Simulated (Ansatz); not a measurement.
Consider the formal loss of a carbene: `CNBOCF` → `[CH]F` + `CNBO`.

Program: Ansatz. Geometries: PBE0-D4/def2-TZVP. ΔE: electronic, gas phase. CCSD(T)/CBS is the MP2 limit (def2-TZVPP, def2-QZVPP) plus CCSD(T) − MP2 in def2-TZVPP, frozen cores. This one scheme is used for every species. DFT in def2-TZVPP. B3LYP here is the variant with VWN-RPA as its local correlation; programs differ in this. One conformer a species, not always the lowest.

```json
{"level": "PBE0-D4", "ΔE (kcal/mol)": "89.0"}
{"level": "B3LYP-D4", "ΔE (kcal/mol)": "83.9"}
{"level": "ωB97M-V", "ΔE (kcal/mol)": "83.2"}
{"level": "B2PLYP", "ΔE (kcal/mol)": "83.3"}
{"level": "r2SCAN", "ΔE (kcal/mol)": "88.4"}
{"level": "SCS-MP2/def2-TZVPP", "ΔE (kcal/mol)": "84.3"}
{"level": "MP2/def2-QZVPP", "ΔE (kcal/mol)": "88.3"}
{"level": "CCSD/CBS(def2)", "ΔE (kcal/mol)": "82.3"}
```

Question: What does CCSD(T)/CBS give? (Best estimate.)

Answer: Computed: +83.1 kcal/mol. The listed levels differ from it by 5.9, 0.8, 0.1, 0.2, 5.3, 1.2, 5.2, -0.8 kcal/mol.

Largest T1 diagnostic among the species: 0.018.

In def2-TZVPP, CCSD(T) changes the Hartree–Fock value by +8.1 kcal/mol (the triples alone add +0.8 kcal/mol) and MP2 by +13.6 kcal/mol. The D4 term adds +2.6 kcal/mol with B3LYP and +1.4 kcal/mol with PBE0; it sums over pairs of atoms, weighted by their polarisabilities, and B3LYP, whose exchange is more repulsive, gets the larger term.
